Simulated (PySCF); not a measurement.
F3Si(SH), F₃HSSi.
SMILES: `F[Si](F)(F)S`

A linear-response calculation (PySCF, def2-SVPD basis, gas phase, vertical, core orbitals frozen in the response) gave these numbers; the functional is withheld.

Orbital energies (eV): HOMO-3 -14.05, HOMO-2 -13.82, HOMO-1 -12.13, HOMO -10.06, LUMO 0.18, LUMO+1 0.87, LUMO+2 1.54.

| state | E (eV) | f | main configurations (H = HOMO, L = LUMO) |
| --- | --- | --- | --- |
| S1 | 6.49 | 0.0041 | H→L+1 (68%), H→L (29%) |
| S2 | 6.93 | 0.048 | H→L (66%), H→L+1 (27%) |
| S3 | 8.11 | 0.0002 | H→L+5 (58%), H→L+3 (36%) |
| S4 | 8.69 | 0.027 | H→L+6 (57%), H-1→L+1 (33%) |
| S5 | 8.75 | 0.0013 | H→L+2 (89%) |
| S6 | 8.89 | 0.060 | H-1→L (80%), H→L+6 (10%) |

Triplets (Tamm–Dancoff): T1 6.00 eV, H→L+1 (61%), H→L (34%); T2 6.47 eV, H→L (55%), H→L+1 (32%), H→L+8 (11%); T3 7.78 eV, H-1→L+1 (62%), H→L+6 (23%); T4 7.91 eV, H→L+5 (58%), H→L+3 (35%).

Vertical ionisation energy by ΔSCF with the same functional: 11.31 eV. Mean static polarisability: 42.9 au.

**Question.** Name the functional.
A. HF
B. B3LYP
C. PBE
D. CAM-B3LYP

**Answer.** D. CAM-B3LYP is range-separated, 19% exact exchange at short range and 65% at long range (ω = 0.33 bohr⁻¹). In this run −ε(HOMO) = 10.06 eV differs from the ΔSCF value by -1.24 eV, and S1 differs from the orbital gap of 10.24 eV by -3.75 eV. The ratio −ε(HOMO)/IP is 0.89. Small neutral molecules mostly give 0.85 to 0.93 with CAM-B3LYP, 0.5 to 0.7 with PBE, 0.67 to 0.83 with B3LYP; Hartree–Fock can't fall below 1, since the ion's relaxation only lowers the ΔSCF value. The other options: PBE, a GGA without exact exchange; HF, time-dependent Hartree–Fock, 100% exact exchange; B3LYP, a global hybrid with 20% exact exchange.

Method used: TDDFT CAM-B3LYP/def2-SVPD, vertical, gas phase, core orbitals frozen in the response in PySCF. Geometry: PBE0-D3(BJ)/def2-SVP; no solvent, vibrations or thermal averaging.

The values belong to the conformer `[F:1][Si:2]([F:3])([F:4])[SH:5]`: H–S5–Si2–F1 -63°.
